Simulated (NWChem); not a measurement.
## Lowest excitation of H3Ga

SMILES: [GaH3]
```xyz
4

Ga     0.0000     0.0000     0.0000
H      0.0000     0.0000     1.5807
H      1.3689     0.0000    -0.7903
H     -1.3689     0.0000    -0.7903
```
Charge 0, spin multiplicity 1.

All runs are NWChem calculations. Structure: optimised with PBE/def2-SVP, a minimum by its harmonic frequencies.

Basis set: def2-SVPD. CR-EOMCCSD(T) is the triples correction to the same EOM-CCSD root.

| method | lowest vertical singlet excitation energy (eV) | difference from EOM-CCSD |
|---|---|---|
| TDA-LDA (SVWN5) | 4.66 | -0.73 |
| TD-PBE | 4.81 | -0.58 |
| CIS | 6.12 | +0.73 |
| EOM-CCSD | 5.39 | 0.00 |
| CR-EOMCCSD(T) | 5.33 | -0.07 |
| TD-B3LYP | 5.05 | -0.34 |

The values span 1.46 eV, from TDA-LDA (SVWN5) (lowest) to CIS (highest). 

The Hamiltonian is non-relativistic. The correlated methods keep 9 core orbitals frozen. B3LYP has NWChem's definition, with VWN1-RPA local correlation. The structure started from a generated list of species. No row is a measurement; the coupled-cluster row has its own basis-set and correlation limits.
